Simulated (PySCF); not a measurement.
# Ionisation energy of Hg⁶³⁺ by level of theory

Hg⁶³⁺ [Ne] 3s2 3p5 (2P) → Hg⁶⁴⁺ [Ne] 3s2 3p4 (3P), as a difference of total energies. Computed with PySCF 2.14 in an uncontracted even-tempered set (17 s from 18 bohr⁻², ratio 2.5; 12 p from 23 bohr⁻², ratio 2.5; 4 d from 95 bohr⁻², ratio 2.7; 4 f from 140 bohr⁻², ratio 2.7), with the spin-free X2C one-electron Hamiltonian (Gaussian nucleus). Correlated levels: outer shells: 1s2 frozen; virtual orbitals above 40 to 60 times the deepest correlated orbital energy dropped. The calculations carry no spin-orbit coupling.

```json
{"method": "UHF", "ionisation energy (eV)": "7223.3"}
{"method": "LDA", "ionisation energy (eV)": "7224.9"}
{"method": "PBE", "ionisation energy (eV)": "7226.2"}
{"method": "PBE0", "ionisation energy (eV)": "7226.0"}
{"method": "r2SCAN", "ionisation energy (eV)": "7226.7"}
{"method": "TPSSh", "ionisation energy (eV)": "7226.3"}
{"method": "BP86", "ionisation energy (eV)": "7227.5"}
{"method": "MP2 (outer shells)", "ionisation energy (eV)": "7224.5"}
{"method": "SCS-MP2 (outer shells)", "ionisation energy (eV)": "7224.5"}
```

Spin-orbit coupling is strong in these open shells (close to jj coupling). The scalar numbers leave it out and a first-order estimate fails, so it can dominate the gap to the real levels.

Breit and QED terms and the two-electron picture change are absent.

For comparison: 7066 ± 19 eV (theoretical estimate listed by NIST; NIST Atomic Spectra Database, ionization energies).
